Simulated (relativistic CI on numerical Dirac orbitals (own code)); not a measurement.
**Pr27+: sensitivity of the levels to the model**

Base calculation: Dirac-Coulomb-Breit CI, separate exchange-only KLI orbitals for each configuration, model QED, unscaled Slater integrals.

Configurations in the expansion (outside the closed core [Ar] 3d10): 4s2.4p2, 4s.4p3, 4s2.4p.4d, 4p4, 4s.4p2.4d, 4s2.4p.4f, 4s.4p2.4f, 4p3.4d, 4s.4p.4d2, 4s2.4d.4f, 4p3.4f, 4s2.4p.5s, 4p2.4d.4f, 4p3.5s, 4s2.4p.5p, 4s.4p.4f2, 4s.4p.4d.5s, 4s.4p2.5s, 4s2.4f.5s, 4s2.4p.5d, 4s.4p2.5p, 4s2.4p.5f, 4s2.4p.5g, 4s.4p2.5d, 4p2.4f.5s, 4s2.4p.6s, 4s.4p2.5f, 4s2.4d2, 4s.4d3, 4s.4d2.4f, 4p2.4d2, 4p.4d3, 4p.4d2.4f, 4p.4d2.5s, 4s2.4f2, 4s.4d.4f2, 4s.4f3, 4p2.4f2, 4p.4d.4f2, 4p.4f3, 4p.4f2.5s, 4s.4p.4d.4f, 4s.4d.4f.5s, 4s2.4d.5s, 4s.4d2.5s, 4p2.4d.5s, 4p.4d.4f.5s, 4p.4d.5s2, 4s.4p.4f.5s, 4s.4f2.5s, 4s.4f.5s2, 4s2.5s2, 4s.4d.5s2. Double excitations out of closed p, d and f shells are left out; levels of such configurations are missing from the list, as are those of other unlisted configurations, and high levels can miss mixing partners. These lack a partner that the ground configuration has and come out too high: 4s.4p2.5p, 4s.4p2.5d, 4s.4p2.5f, 4s2.4p.5p, 4s2.4p.5d.

Variants: (1) Breit term removed. Shifts of the energy above 4s2.4p2 3P_0, in cm⁻¹, for the lowest level and the first level of each name with at least 55 % of one term (blank where a level changes its place among those of its configuration and J or its character, or is not in the variant):

| Level | Base | Δ(1) |
| --- | --- | --- |
| 4s2.4p2 3P_0 | 0 | 0 |
| 4s2.4p2 3P_1 | 196775 | +2763 |
| 4s2.4p2 1D_2 | 221310 | +2953 |
| 4s2.4p2 3P_2 | 436477 | +5640 |
| 4s2.4p2 1S_0 | 492323 | +5504 |
| 4s.4p3 3D°_3 | 908839 | +3244 |
| 4s.4p3 3P°_0 | 959476 | +2780 |
| 4s2.4p.4d 3F°_2 | 1052516 | +4518 |
| 4s2.4p.4d 3F°_3 | 1122185 | +6291 |
| 4s2.4p.4d 3F°_4 | 1295088 | +9023 |
| 4s2.4p.4d 3P°_0 | 1323196 | +7271 |
| 4s2.4p.4d 3P°_1 | 1345288 | +7391 |
| 4s2.4p.4d 1F°_3 | 1421069 | +8654 |
| 4s2.4p.4d 1P°_1 | 1446258 | +8318 |
| 4s.4p2.4d 5F_1 | 1502735 | +2067 |
| 4s.4p2.4d 3F_2 | 1657351 | +3475 |
| 4s.4p2.4d 5D_0 | 1667662 | +4428 |
| 4s.4p2.4d 5F_4 | 1699575 | +5907 |
| 4s.4p2.4d 5F_5 | 1752670 | +6664 |
| 4s.4p2.4d 5P_2 | 1789428 | +5285 |
| 4s.4p2.4d 5P_1 | 1794387 | +5030 |
| 4s.4p2.4d 3P_0 | 1889337 | +5686 |

At this charge energies of transitions that change n are usually good to better than 1 %, and those within a shell (Δn = 0) to a few per cent.

Ionisation energy from the two ground configurations alone: base 985.309 eV; Breit term removed 986.29 eV. The NIST ASD value (theoretical) is 985 eV.

LS names give the leading component of a level, which can be under half, so a name can repeat, a term be missing and a line seem to break the LS rules.
